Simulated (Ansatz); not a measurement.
Consider the cleavage of the Si–Si bond: `FB[SiH2][SiH3]` + `NCS` → `NCS[SiH3]` + `FB[SiH3]`.

Program: Ansatz. Geometries: PBE0-D4/def2-TZVP. ΔE: electronic, gas phase. CCSD(T)/CBS is the MP2 limit (def2-TZVPP, def2-QZVPP) plus CCSD(T) − MP2 in def2-TZVPP, frozen cores. Functionals use def2-TZVPP. Each species was taken in one conformer, which may not be the lowest.

CCSD(T)/CBS gives -46.3 kJ/mol.

**Question.** Another level gave -42.9 kJ/mol. Which?
A. B2PLYP/def2-TZVPP
B. HF/def2-TZVPP
C. r2SCANh-D4/def2-TZVPP
D. PBE0-D4/def2-TZVPP

**Answer.** C. r2SCANh-D4 -42.9, B2PLYP -47.0, PBE0-D4 -38.4, HF/def2-TZVPP -53.8 kJ/mol.

Largest T1 diagnostic among the species: 0.015.

Leaving LDA and LC-ωPBE aside and taking each functional with its dispersion term where it has one, the values, not all of them listed here, spread over 13.6 kJ/mol, from BHLYP-D4 to PBE-D4. From PBE to PBE0 (25 % exact exchange), in def2-TZVPP and without D4, ΔE moves by −3.5 kJ/mol.
